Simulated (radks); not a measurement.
Problem. Zn14+, 16 electrons, occupied as [Ne] 3s1.75 3p4 4p0.25 (fractional occupations, a model configuration). Method: Dirac Kohn-Sham, LDA (Slater exchange, Perdew-Zunger correlation), spin-unpolarised, spherical densities, point nucleus; open shells are shared between the two j in proportion to 2j + 1; computed with a radial shooting solver on a logarithmic mesh with Libxc functionals.

Spin-orbit splittings of the eigenvalues, e(l+1/2) - e(l-1/2), with zeta = 2 splitting/(2l+1) and mean radii in bohr:

shell  occ.  splitting (eV)  zeta (eV)  <r> j=l-1/2  <r> j=l+1/2
2p        6               ?          ?       0.1946       0.1979
3p        4           4.743      3.162       0.5806       0.5863
3d        0          0.8778     0.3511       0.5405       0.5420
4p     0.25           1.561      1.040        1.201        1.209
4f        0         0.07605    0.02173        1.120        1.121
5p        0          0.7127     0.4752        2.032        2.042

Estimate the 2p splitting.

Solution. 24.07 eV (zeta = 16.05 eV).
